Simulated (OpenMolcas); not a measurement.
## Ar6+: effect of correlating more closed shells

```
Program             : OpenMolcas 26.06
Basis               : ANO-RCC-VTZP [5s4p2d1f]
Scalar Hamiltonian  : DKH2, point nucleus
Active space        : 2 electrons in 4 orbitals (3s 3p)
State averaging     : 2S+1 = 3 even, 3 roots; 2S+1 = 1 even, 7 roots (6 in the spin-orbit step); 2S+1 = 3 odd, 3 roots; 2S+1 = 1 odd, 3 roots
Spin-orbit coupling : RASSI with atomic mean-field integrals over the reference wave functions, term energies averaged over their components
```

Methods on the same reference wave functions:
A. CASSCF
B. SS-CASPT2, IPEA 0.25 Eh, imaginary shift 0.1 Eh (closed shells correlated: none)
C. SS-CASPT2, IPEA 0.25 Eh, imaginary shift 0.1 Eh (closed shells correlated: 2s 2p)

Energies in cm-1 above 3s2 1S0, the measured ground level; measured values from Saloman, J. Phys. Chem. Ref. Data 39, 033101 (2010).

| Level | A | B | C | Measured |
| --- | --- | --- | --- | --- |
| 3s2 1S0 | 0.0 | 0.0 | 0.0 | 0.0 |
| 3s 3p 3P* 0 | 112959 | 112428 | 112835 | 113101 |
| 3s 3p 3P* 1 | 113724 | 113190 | 113597 | 113906 |
| 3s 3p 3P* 2 | 115300 | 114770 | 115177 | 115590 |
| 3s 3p 1P* 1 | 186980 | 175600 | 175209 | 170722 |

Deviations, from unrounded energies. A percentage is the sum of absolute deviations over the sum of measured energies, with the sign that they share, or ± where signs differ.

```json
{"Against measurement": "mean absolute deviation (cm-1)", "Levels": "4", "A": "4200", "B": "1800", "C": "1400"}
{"Against measurement": "other configurations (%)", "Levels": "4", "A": "±3.3", "B": "±1.4", "C": "±1.1"}
```

C lies closest to measurement on these levels and A furthest from it. The largest miss of C in the table is 3s 3p 1P* 1, by +4500 cm-1. The ranking rests on the paired levels alone, and a cruder setting can come out closer through cancelling errors.

Between B and C the level of the table that moves most is 3s 3p 3P* 0, by 410 cm-1 (lowest in B, highest in C).

The lowest spin-free term lies below A's lowest term by 0.005 hartree in B, 0.036 hartree in C.

What an inner shell adds also hangs on whether the basis holds functions to correlate it.

Over all roots computed the reference weight is 0.94 to 1.00 in B, 0.94 to 1.00 in C; the roots of lowest weight are the least certain, and an intruder state may touch them. Computed and measured levels are paired by configuration, term and J; levels that our copy of the source lacks, or whose pairing is in doubt (as where it misses far off the trend of its configuration), stay unpaired and out of the deviations. Only configurations of the active space appear. Levels that lie high or do not pair safely by name in every column are left out.

* marks odd parity.
